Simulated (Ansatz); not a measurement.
`[F][GeH]([F])[F]` and `[F][GeH]([F])[SeH]` differ in one atom or group.

Ansatz, PBE0-D4/def2-TZVP geometries, multiplicity 1. Each molecule was computed in one conformer, which needn't be the lowest.

Scalar relativity is left out up to krypton. Spin–orbit coupling is left out; it splits and shifts lone-pair levels of the heavy atoms by tenths of an eV.

```json
{"property": "ideal-gas entropy at 298 K and 1 bar (rigid rotor, harmonic PBE0-D4/def2-TZVP) / J/(mol·K)", "`[F][GeH]([F])[F]`": "295"}
{"property": "HOMO–LUMO gap (PBE/def2-TZVPP) / eV", "`[F][GeH]([F])[F]`": "8.00"}
{"property": "size of the dipole moment (B3LYP/def2-TZVPP) / D", "`[F][GeH]([F])[F]`": "2.45"}
{"property": "LUMO energy (B3LYP/def2-TZVPP) / eV", "`[F][GeH]([F])[F]`": "-0.89"}
{"property": "zero-point energy (PBE0-D4/def2-TZVP) / kJ/mol", "`[F][GeH]([F])[F]`": "40.0"}
{"property": "size of the dipole moment (ωB97M-V/def2-TZVPP) / D", "`[F][GeH]([F])[F]`": "2.45"}
```

(1) Give the same properties after the change, and the shifts. (An estimate is asked.)

Answers

(1) Computed: 
```tsv
property	`[F][GeH]([F])[SeH]`	shift
ideal-gas entropy at 298 K and 1 bar (rigid rotor, harmonic PBE0-D4/def2-TZVP) / J/(mol·K)	346	51
HOMO–LUMO gap (PBE/def2-TZVPP) / eV	4.79	-3.21
size of the dipole moment (B3LYP/def2-TZVPP) / D	2.77	0.32
LUMO energy (B3LYP/def2-TZVPP) / eV	-1.27	-0.38
zero-point energy (PBE0-D4/def2-TZVP) / kJ/mol	54.7	14.7
size of the dipole moment (ωB97M-V/def2-TZVPP) / D	2.77	0.32
```

With PBE0 the HOMO rises by 3.48 eV and the LUMO falls by 0.49 eV, so the gap narrows by about 3.97 eV. PBE moves the HOMO by 2.92 eV and ωB97M-V by 3.64 eV. The zero-point energy changes by 14.7 kJ/mol with +3 modes. Dipoles are sizes alone; their direction can turn.

B3LYP here is the variant with VWN-RPA as its local correlation; programs differ in this.
